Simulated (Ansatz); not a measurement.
Reaction (germylene formation by 1,1-elimination): `[OH][Ge]([OH])([F])[F]` → F₂ + `[OH][Ge][OH]`

Calculated with Ansatz (gas phase, PBE0-D4/def2-TZVP geometries, no zero-point term in ΔE). CCSD(T)/CBS adds triple-zeta CCSD(T) − MP2 to the extrapolated MP2 energy (def2 sets, frozen cores). This one scheme is used for every species. DFT in def2-TZVPP. HSE06 is defined as in plane-wave codes. For Ge outer-core shells are correlated without core-valence functions, which leaves a few kJ/mol of doubt a bond. Scalar relativity is left out up to krypton. One conformer a species, not always the lowest.

`[OH][Ge]([OH])([F])[F]`:

```xyz
7

O     0.188    0.675   -1.490
Ge    0.085   -0.122    0.044
O    -1.120    0.666    1.007
F    -0.308   -1.786   -0.104
F     1.630   -0.116    0.790
H     1.060    0.608   -1.888
H    -1.535    0.076    1.641
```

F₂:

Cartesian coordinates in Å:
```
F 0.591 0.209 -0.284
F -0.591 -0.209 0.284
```

`[OH][Ge][OH]`:

Z-matrix (Å, degrees):
```
O
Ge 1 1.790
H 1 0.961 2 118.8
O 2 1.790 1 102.4 3 0.1
H 4 0.961 2 118.8 1 -0.1
```

(1) Is it downhill or uphill in electronic energy at CCSD(T)/CBS, and by how much? (Estimate.)

(2) What do these levels give: BLYP-D4, HSE06-D4, BHLYP-D4, ωB97M-V, BLYP, r2SCANh, HSE06, HF/def2-SVP, CCSD/def2-SVP, SCS-MP2/def2-TZVPP, CCSD/def2-TZVPP, SCS-MP2/def2-QZVPP? (An estimate is asked.)

Largest T1 diagnostic among the species: 0.015.

Results:

(1) Ansatz gave: Uphill: ΔE = +7.53 eV.

(2) Computed: BLYP-D4 6.63, HSE06-D4 7.39, BHLYP-D4 7.73, ωB97M-V 7.34, BLYP 6.53, r2SCANh 7.59, HSE06 7.35, HF/def2-SVP 8.07, CCSD/def2-SVP 7.54, SCS-MP2/def2-TZVPP 7.78, CCSD/def2-TZVPP 7.72, SCS-MP2/def2-QZVPP 7.79 eV.

Leaving LDA and LC-ωPBE aside and taking each functional with its dispersion term where it has one, the values, not all of them listed here, spread over 1.30 eV, from BLYP-D4 to PBE-QIDH. LDA lies +0.55 eV from PBE without D4. From r2SCAN to r2SCAN0 (25 % exact exchange), in def2-TZVPP and without D4, ΔE moves by +0.32 eV.
